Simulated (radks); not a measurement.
Values are calculated unless marked as measured or tabulated.
The nuclear charge of the gold ion Au2+ is varied continuously with 77 electrons held in [Xe] 4f14 5d9. Code: a radial shooting solver on a logarithmic mesh with Libxc functionals. Model: scalar-relativistic Kohn-Sham, r2SCAN, spin-polarised, spherical densities, finite nucleus; open shells are filled with parallel spins first (spin-orbit coupling, left out, can overturn this in heavy ions); meta-GGA in the generalised Kohn-Sham scheme; Fermi nuclear charge, rms radius 5.4371 fm. By the Hellmann-Feynman theorem dE/dZ = E(electron-nucleus)/Z, the electronic potential at the nucleus (averaged over a nucleus of fixed radius). The scalar-relativistic energy here is not variational (the density holds large components alone), so the two differ by a part that grows with Z.

Z,E (hartree),E(electron-nucleus)/Z (hartree),HOMO,e(HOMO) (eV),<r> HOMO (bohr)
78.5,-18708.5554,-592.014,5d,-20.237,1.558
78.6,-18768.3405,-593.180,5d,-21.562,1.543
78.7,-18828.2449,-594.347,5d,-22.909,1.529
78.8,-18888.2686,-595.515,5d,-24.278,1.516
78.9,-18948.4117,-596.684,5d,-25.669,1.503
79,-19008.6744,-597.853,5d,-27.081,1.490
79.1,-19069.0566,-599.023,5d,-28.514,1.477
79.2,-19129.5585,-600.193,5d,-29.967,1.465
79.3,-19190.1801,-601.365,5d,-31.440,1.454
79.4,-19250.9215,-602.537,5d,-32.934,1.442
79.5,-19311.7828,-603.709,5d,-34.446,1.431
79.6,-19372.7642,-604.883,5d,-35.978,1.420
79.7,-19433.8656,-606.057,5d,-37.530,1.410
79.8,-19495.0872,-607.232,5d,-39.099,1.399
79.9,-19556.4291,-608.408,5d,-40.688,1.389
80,-19617.8914,-609.585,5d,-42.295,1.380

The central difference of E at Z = 79 is -603.224 hartree, to compare with the third column; the second derivative is -12 hartree.
